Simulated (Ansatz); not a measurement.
Basis-set series for `[CH3][In]([F])[I]`. Total charge 0; spin multiplicity 1. In, I takes the def2 core potential. Geometry: relaxed with PBE0-D4/def2-TZVP.

```tsv
atom	x (Å)	y (Å)	z (Å)
C1	0.003	-0.484	-1.035
In2	-0.047	0.360	0.918
F3	-1.063	-0.559	2.308
I4	1.067	2.549	1.893
H5	-0.413	0.232	-1.743
H6	1.037	-0.696	-1.305
H7	-0.583	-1.401	-1.036
```

```csv
functional,basis,functions,energy (Eh),HOMO (eV),LUMO (eV)
PBE0-D4,def2-TZVPP,204,-627.62304,-7.71,-1.78
PBE0-D4,def2-QZVPP,368,-627.63419,-7.73,-1.83
ωB97M-V,def2-TZVPP,204,-627.63171,-9.84,0.02
ωB97M-V,def2-QZVPP,368,-627.64254,-9.86,-0.17
```

(1) Give the rows for def2-SVP. (An estimate is asked.)

Results:

(1) Computed: 
```json
{"functional": "PBE0-D4", "basis": "def2-SVP", "functions": "95", "energy (Eh)": "-627.43052", "HOMO (eV)": "-7.64", "LUMO (eV)": "-1.64"}
{"functional": "ωB97M-V", "basis": "def2-SVP", "functions": "95", "energy (Eh)": "-627.43250", "HOMO (eV)": "-9.74", "LUMO (eV)": "0.21"}
```

Positive LUMOs are unbound and depend on the basis.
